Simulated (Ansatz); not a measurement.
Input file for `[OH][SnH]1[NH][SiH2]1`:

```yaml
crystal:
  periodic: [false, false, false]
  atoms:
    - {symbol: O, position_ang: [-1.903928, 1.559222, 0.481388]}
    - {symbol: Sn, position_ang: [-0.360933, 0.941784, -0.576413]}
    - {symbol: N, position_ang: [0.987707, -0.095543, 0.641582]}
    - {symbol: Si, position_ang: [0.566734, -1.349933, -0.416031]}
    - {symbol: H, position_ang: [-2.347430, 0.840975, 0.939022]}
    - {symbol: H, position_ang: [0.234451, 2.425874, -1.156815]}
    - {symbol: H, position_ang: [1.635409, 0.008282, 1.405683]}
    - {symbol: H, position_ang: [-0.277486, -2.484104, 0.056741]}
    - {symbol: H, position_ang: [1.553877, -1.892858, -1.392257]}
basis:
  gaussian: {orbitals: def2-TZVPP}
correlation: {method: ccsd_t}
output: {orbitals: {seedname: orbitals}}
```

```sh
$ ansatz run in.yaml --threads 4 --pin off --events-out ev --progress --plain --max-ram 10444MiB
```

The program prints (abridged):

```
Functional definition: HF
1494 factors; integrals over basis functions are off by at most 7.8e-4 eV
mean field evaluation 1: about -17260.6806 eV, gradient 5.6e1 eV
mean field evaluation 2: about -17260.9078 eV, gradient 5.6e1 eV
mean field evaluation 4: about -17267.2874 eV, gradient 3.6e0 eV
mean field evaluation 8: about -17267.3735 eV, gradient 2.7e-1 eV
mean field evaluation 16: about -17267.3739 eV, gradient 1.7e-6 eV
mean field -17267.37388821 eV, -634.5642861454 hartree, gradient 1.6e-6 eV, S^2 0.000000; 0 other end points of the search recorded, 0 dependent functions left out
11 core orbitals not correlated: weight in the atoms' cores, before any rotation towards them, 1.000 or more for the frozen orbitals, at most 0.000 for the correlated occupied ones
reference -17267.37388821 eV, -634.5642861454 hartree; 17, 17 occupied and 196, 196 virtual orbitals, 1494 factors
second order -24.58760009 eV of doubles, -0.00000000 eV of singles
cycle   1  -24.22418039 eV  change    3.6e-1 eV  update   1.3e-1
cycle   2  -24.87868227 eV  change   -6.5e-1 eV  update   4.1e-2
cycle   3  -25.03902056 eV  change   -1.6e-1 eV  update   2.3e-2
cycle   4  -25.02465327 eV  change    1.4e-2 eV  update   6.2e-3
cycle   5  -25.01953334 eV  change    5.1e-3 eV  update   3.1e-3
cycle   6  -25.02102401 eV  change   -1.5e-3 eV  update   1.1e-3
cycle   7  -25.02093882 eV  change    8.5e-5 eV  update   4.2e-4
cycle   8  -25.02073369 eV  change    2.1e-4 eV  update   1.7e-4
cycle   9  -25.02076993 eV  change   -3.6e-5 eV  update   6.7e-5
cycle  10  -25.02081935 eV  change   -4.9e-5 eV  update   3.1e-5
cycle  11  -25.02077679 eV  change    4.3e-5 eV  update   1.6e-5
cycle  12  -25.02078957 eV  change   -1.3e-5 eV  update   7.3e-6
perturbative correction -0.96234216 eV, -0.0353654222 hartree
Total energy: -17293.35701994 eV, -635.5191486244 hartree
```

Hardware: 4 threads of an AMD EPYC 7B13 on a shared host. Wall time 86 s, peak host memory 3.9 GiB.

Correlation energy per correlated electron: -0.764 eV. T1 diagnostic: 0.0152.
